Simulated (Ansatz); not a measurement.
A series at Al: from `[NH2][Al]([NH2])[NH2]`, ligands are replaced one by one, each step taking up H₂ and setting free NH₃; n counts the steps. Ansatz, PBE0-D4/def2-TZVP geometries. Each molecule was computed in one conformer, which needn't be the lowest.

CBS adds triple-zeta CCSD(T) − MP2 to the MP2 limit, frozen cores; atoms without spin–orbit coupling. 

| n | molecule | atomization energy, CCSD(T)/CBS (kJ/mol) |
| --- | --- | --- |
| 0 | `[NH2][Al]([NH2])[NH2]` | 3478.8 |
| 1 | `[NH2][AlH][NH2]` | ? |
| 2 | `[NH2][AlH2]` | 1771.9 |
| 3 | `[AlH3]` | 898.6 |

Problem. By hand: fit a straight line y = ȳ + b (n − n̄) to the 3 given rows and predict n = 1.

Solution. n̄ = 1.667, ȳ = 2049.77; Σ(n − n̄)(y − ȳ) = -4009.23, Σ(n − n̄)² = 4.667, so b = -859.06 kJ/mol a step. Prediction: 2049.77 + (-859.06) × (-0.667) = 2622.8 kJ/mol.

Problem. By hand: compare with the computed value, 2630.4 kJ/mol, and give the steps along the whole series.

Solution. The line misses by 7.6 kJ/mol (computed minus predicted). Steps: -848.4, -858.5, -873.3 kJ/mol.

The steps differ by up to 24.9 kJ/mol, small against a whole step but well beyond the method's doubt, so the ligands' effects don't simply add. The miss is 0.3 % of the series' range. The energies themselves are unsure by some kJ/mol a bond, though much of that is common to the series.
